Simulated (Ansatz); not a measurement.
`BB[SiH2]F` + `[SnH4]` → `F[SiH2][BH][SnH3]` + BH₃  (formal exchange of groups at a B–B bond)

Computed with Ansatz on PBE0-D4/def2-TZVP structures; ΔE is electronic, products minus reactants. CCSD(T)/CBS adds triple-zeta CCSD(T) − MP2 to the extrapolated MP2 energy (def2 sets, frozen cores). This one scheme is used for every species. Functionals use def2-TZVPP. B3LYP here is the variant with VWN-RPA as its local correlation; programs differ in this. Elements past krypton have def2 core potentials. For Sn outer-core shells are correlated without core-valence functions, which leaves a few kJ/mol of doubt a bond. Each species was taken in one conformer, which may not be the lowest.

`BB[SiH2]F`:

Z-matrix (Å, degrees):
```
Si
B 1 2.005
F 1 1.608 2 113.3
H 1 1.489 2 109.9 3 119.8
H 1 1.489 2 109.9 3 -119.8
B 2 1.612 1 122.6 3 -0.0
H 2 1.201 1 113.1 3 180.0
H 6 1.200 2 121.8 1 -88.5
H 6 1.200 2 121.8 1 88.6
```

`[SnH4]`:

```xyz
5

Sn    0.000    0.000    0.000
H     1.148   -1.213   -0.340
H     0.521    0.915    1.339
H    -1.501   -0.723    0.356
H    -0.167    1.020   -1.355
```

`F[SiH2][BH][SnH3]`:

```xyz
10

F     0.814   -1.571    1.591
Si   -0.097   -1.834    0.292
B    -0.496   -0.156   -0.706
Sn    0.251    1.864   -0.066
H     0.642   -2.793   -0.576
H    -1.359   -2.472    0.761
H    -1.168   -0.245   -1.692
H     1.960    1.862   -0.034
H    -0.289    2.210    1.518
H    -0.257    3.136   -1.088
```

BH₃:

Cartesian coordinates in Å:
```
B 0.000 0.000 0.000
H -1.068 -0.470 0.250
H 0.989 -0.649 0.157
H 0.079 1.119 -0.408
```

| level | ΔE (kJ/mol) | difference from CCSD(T)/CBS |
| --- | --- | --- |
| BLYP-D4 | 32.4 | 19.7 |
| r2SCAN-D4 | 36.6 | 23.9 |
| B3LYP-D4 | 28.5 | 15.8 |
| r2SCANh-D4 | 34.1 | 21.4 |
| r2SCAN0-D4 | 30.7 | 18.0 |
| BHLYP-D4 | 21.3 | 8.6 |
| ωB97M-V | 26.9 | 14.2 |
| B2PLYP | 24.4 | 11.7 |
| BLYP | 36.7 | 24.0 |
| PBE0 | 33.6 | 20.9 |
| r2SCAN0 | 31.6 | 18.9 |
| LC-ωPBE | 31.4 | 18.7 |
| MP2/def2-SVP | 18.0 | 5.3 |
| SCS-MP2/def2-TZVPP | 10.6 | -2.1 |
| HF/def2-QZVPP | 16.2 | 3.5 |
| MP2/def2-QZVPP | 8.9 | -3.8 |
| CCSD(T)/CBS | 12.7 | 0 |

Largest T1 diagnostic among the species: 0.014.

The D4 term adds −4.1 kJ/mol with B3LYP and −2.4 kJ/mol with PBE0; it sums over pairs of atoms, weighted by their polarisabilities, and B3LYP, whose exchange is more repulsive, gets the larger term. From BLYP to BHLYP (50 % exact exchange), in def2-TZVPP and without D4, ΔE moves by −9.7 kJ/mol. Leaving LDA and LC-ωPBE aside and taking each functional with its dispersion term where it has one, the values, not all of them listed here, spread over 29.2 kJ/mol, from BHLYP-D4 to B97M-V. LDA lies +10.3 kJ/mol from PBE without D4.
